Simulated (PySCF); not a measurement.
# Fractional electron number in Ni²⁺ (nickel, charge +2)

The 3d beta orbital of [Ar] 3d8 is emptied in steps (occupation f), with all orbitals relaxed, ending at [Ar] 3d7. All numbers are calculated (PySCF 2.14, the non-relativistic Hamiltonian (point nucleus), in def2-TZVPPD (6s6p4d2f1g, 67 functions)). The exact energy is a straight line in f; departures are measured from the line between the end points of the same method.

```tsv
f	BLYP (eV)
1	0.000
0.9	-0.774
0.7	-1.821
0.5	-2.185
0.3	-1.849
0.1	-0.798
0	0.000
```

| method | E(f=0) − E(f=1) (eV) | −ε at f=1 (eV) | −ε at f=0.5 (eV) |
| --- | --- | --- | --- |
| BLYP | 36.414 | 27.853 | 36.331 |

Orbital energy along the path (eV):

```csv
f,BLYP
1,-27.853
0.9,-29.502
0.7,-32.872
0.5,-36.331
0.3,-39.870
0.1,-43.480
0,-45.308
```

Reference removal energy between the ground levels: 35.187 ± 0.019 eV (measured; NIST Atomic Spectra Database, ionization energies). The calculation has no spin-orbit coupling. The determinant left behind need not be the lowest term of the ion.
